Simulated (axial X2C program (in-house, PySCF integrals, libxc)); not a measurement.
**Bond lengths and stretching modes, held linear, of BrSeBr⁺**

Calculated with an in-house all-electron X2C program for linear molecules (integrals from PySCF): two-component X2C with atomic mean-field Coulomb and Gaunt terms, Gaussian nuclei, basis Br dyall-av3z, Se dyall-v3z with contracted cores. Spin-free rows use the one-electron spin-free X2C Hamiltonian.

Masses Br 78.918, Se 79.917, Br 78.918 u. States: 2c Ω = 1/2 (beyond evenly filled blocks: ω = 1/2); spin-free M_S = 3/2, Λ = 0 (beyond evenly filled blocks: σα, π+α, π-α).

HF, 2c: energies above the lowest point

```tsv
r(Br–Se) (Å)	r(Se–Br) (Å)	E (meV)
2.2747	2.2747	171.96
2.2747	2.3330	110.63
2.2747	2.3913	97.30
2.3330	2.2747	110.63
2.3330	2.3330	44.21
2.3330	2.3913	25.22
2.3330	2.4497	46.18
2.3913	2.2747	97.30
2.3913	2.3330	25.22
2.3913	2.3913	0.00
2.4497	2.3330	46.18
2.4497	2.4497	22.80
```

**Question.** Fit a quadratic surface with cubic terms in each bond: where is the minimum, and what are the two stretching wavenumbers?

**Answer.** At HF, 2c: bonds 2.398 and 2.398 Å; harmonic stretches 183.0 and 368.7 cm⁻¹; force constants 1.84, 1.84 and coupling -0.28 mdyn/Å.

The other levels and Hamiltonians give:

| Hamiltonian | level | r(Br–Se) (Å) | r(Se–Br) (Å) | lower stretch (cm⁻¹) | upper stretch (cm⁻¹) |
| --- | --- | --- | --- | --- | --- |
| 2c | LDA | 2.336 | 2.336 | 220.3 | 291.4 |
| spin-free | PBE0 | 2.320 | 2.320 | 186.7 | 210.0 |
| spin-free | LDA | 2.309 | 2.309 | 210.6 | 257.0 |

Each state is one determinant, the lowest of a limited PBE0 search; the stretches come from a fit to these few points and carry an uncertainty of a few per cent. Other orders of the atoms were not compared. Left out for rough or failed fits: PBE0 2c, MP2 2c, HF spin-free, MP2 spin-free. The levels spread by more than a fifth, so the stretches depend strongly on the method. The molecule was held linear; bending was not examined, so a bent shape may lie lower. Note: several unpaired electrons, one determinant need not be a pure state.
